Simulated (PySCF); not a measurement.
**Calculated NMR data**

PySCF 2.14.0 with density-fitted response routines calculation with PBE0/pcSseg-1 with gauge-including orbitals and geometry: GFN2-xTB; one computed conformer, averaged over atoms made equivalent by symmetry, fast rotation or ring inversion, no relativistic terms, isolated molecule.

δ = σ(ref) − σ, references computed at the same level: $^{1}$H (σ = 31.72 ppm), $^{13}$C (σ = 186.93 ppm) vs TMS. Splittings of carbon signals by F and P are missing where no couplings were computed. Where no couplings were computed, multiplicities follow the n + 1 count of equivalent neighbours, and m marks all less simple cases (inequivalent or close neighbours, rings, F or P nearby). Shifts are as computed. Against solution values, carbons near 30 ppm lie about +3 ppm off and those near 130 ppm about +5 ppm. Of 1211 compounds with measured shifts, 218 miss one by over three times the rms of a fit or turn the order of signals round; such compounds aren't used in these exercises.

**1.** `FC(C1=CC=CC=C1C#C)(F)F`, C9H5F3. $^{1}$H NMR (600 MHz, computed): δ 8.03 (m, 1H), 8.02 (d, 1H), 7.80 (m, 1H), 7.71 (m, 1H), 3.34 (s, 1H). $^{13}$C{$^{1}$H} NMR (computed): δ 140.9 (CH), 140.8 (C), 136.9 (CH), 133.5 (CH), 133.4 (C), 131.7 (CH), 127.0 (C), 97.9 (CH), 84.5 (C).

**2.** `[SiH3][Si@H]1CCCC[SiH2]1`, C4H14Si3. $^{1}$H NMR (600 MHz, computed): δ 4.11 (m, 1H), 3.96 (m, 1H), 3.91 (m, 1H), 3.55 (d, 3H), 2.25 (m, 1H), 2.17 (m, 1H), 1.32 (m, 1H), 1.31 (m, 1H), 1.23 (m, 1H), 1.21 (m, 1H), 0.94 (m, 1H), 0.66 (m, 1H). $^{13}$C{$^{1}$H} NMR (computed): δ 31.3, 30.3, 13.0, 11.4.
